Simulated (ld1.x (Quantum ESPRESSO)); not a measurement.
chlorine: excitation energies, all-electron against RRKJ

Cl (Z = 17), norm-conserving RRKJ (Kleinman–Bylander form), made with ld1.x (Quantum ESPRESSO) 7.5 (PBE, scalar-relativistic). Core [Ne], reference 3s1.5 3p5.5. Waves: 3p (bound): rc 1.55 bohr; 3s (bound): rc 1.05 bohr. Local part: the s channel. Core correction: a·sin(br)/r model core inside 1.05 bohr. rho0 = 0.01.

Energies are relative to the spin-unpolarised reference configuration 3s1.5 3p5.5; without spin polarisation the order of configurations can differ from experiment.

```tsv
valence configuration	charge	ΔE all-electron (eV)	error AE − PS (meV)
3s2 3p5	0	-6.063	-1.0
3s2 3p4	+1	7.813	+2.5
3s2 3p3	+2	33.260	+27
3s2 3p2	+3	71.567	+96
3s2 3p5.3	-0.3	-8.201	-0.5
3s1 3p5	+1	20.522	+1.1
```

Q: What are ΔE and the potential's error for 3s2 3p1?

A: ΔE = 123.810 eV all-electron; the error (AE − PS) is +245 meV.

Levels in the configuration 3s2 3p5.3:

```csv
level,all-electron (eV),pseudo (eV)
3s,-17.620,-17.618
3p,-5.689,-5.691
```
